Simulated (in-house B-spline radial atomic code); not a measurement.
**Ionising the phosphorus ion P⁺ with different functionals**

Computed with an all-electron radial atomic-structure program (B-spline basis): non-relativistic Hamiltonian, point nucleus, spin-polarised at highest spin, spherical fractional occupations for the functionals, and exact exchange of hybrids averaged over the configuration. The ionisation energy is the difference of two self-consistent energies, [Ne] 3s2 3p2 → [Ne] 3s2 3p1, without Breit or QED terms; ε is the level of the shell that loses the electron (its least bound occupied spin orbital).

```csv
method,rung,ΔSCF (eV),-ε(3p) (eV)
PBE0,global hybrid,19.89,16.36
B3LYP,global hybrid,?,?
TPSSh,global hybrid,?,?
M06-2X,global hybrid,19.60,17.46
BHandHLYP,global hybrid,19.66,17.40
r2SCAN0,global hybrid,20.02,16.56
B97-1,global hybrid,19.75,15.99
HSE06,range-separated hybrid,19.88,15.94
wB97X,range-separated hybrid,19.78,18.77
CAM-B3LYP,range-separated hybrid,19.80,17.64
LC-wPBE,range-separated hybrid,20.02,19.32
```

**Question.** What does B3LYP give?

**Answer.** ΔSCF 19.81 eV, and -ε(3p) = 15.97 eV.

**Question.** What does TPSSh give?

**Answer.** ΔSCF 19.96 eV, and -ε(3p) = 15.67 eV.

**Question.** Among the functionals, which spreads more, the ΔSCF values or the orbital energies?

**Answer.** The orbital energies: ΔSCF values span about 0.42 eV and the orbital energies 3.65 eV; here energy differences depend much less on the functional than eigenvalues do.

**Question.** How do they compare with the NIST value?

**Answer.** NIST lists 19.769 eV (semi-empirical, ground level to ground level). Errors run from -0.17 to +0.25 eV; wB97X is closest (+0.01 eV), but part of that can be cancellation, since the calculations leave out relativity, Breit-QED terms, multiplet and fine-structure energies.
